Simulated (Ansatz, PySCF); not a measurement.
germanium monotelluride cation (GeTe), SMILES [Ge]=[Te] (connectivity only; charge and spin as stated), charge +1, multiplicity 2. Atoms are numbered in the order given.

```xyz
2

Ge     0.0000     0.0000    -1.5445
Te     0.0000     0.0000     0.9467
```
Charge +1, spin multiplicity 2.

The structure is a stationary point at r2SCAN-D4/def2-TZVP. The multiplicity is an assumed one; other spin states were not compared. The def2 effective core potentials stand for the cores of Te; spin–orbit coupling is left out.

Two levels are set side by side: PBE-D3(BJ)/def2-TZVP (Ansatz, a quantum-chemistry and plane-wave program) and r2SCAN-D4/def2-TZVP (Ansatz). Each level has its own optimised geometry; the coordinates shown are those of the second. Frequencies come from the Hessian of PySCF at each geometry. Differences are taken from unrounded values.

```tsv
quantity	r2SCAN-D4
bond Ge1–Te2 (Å)	2.491
highest harmonic wavenumber (cm⁻¹)	269
mean harmonic wavenumber (cm⁻¹)	269
zero-point energy (kcal/mol)	0.38
```

Q: What does PBE-D3(BJ) give, and how far is it from r2SCAN-D4? (The exact figures need the calculation; the answer reports its results.)

A: 
| quantity | PBE-D3(BJ) | PBE-D3(BJ) minus r2SCAN-D4 |
|---|---|---|
| bond Ge1–Te2 (Å) | 2.517 | 0.026 |
| highest harmonic wavenumber (cm⁻¹) | 259 | -10 |
| mean harmonic wavenumber (cm⁻¹) | 259 | -10 |
| zero-point energy (kcal/mol) | 0.37 | -0.01 |
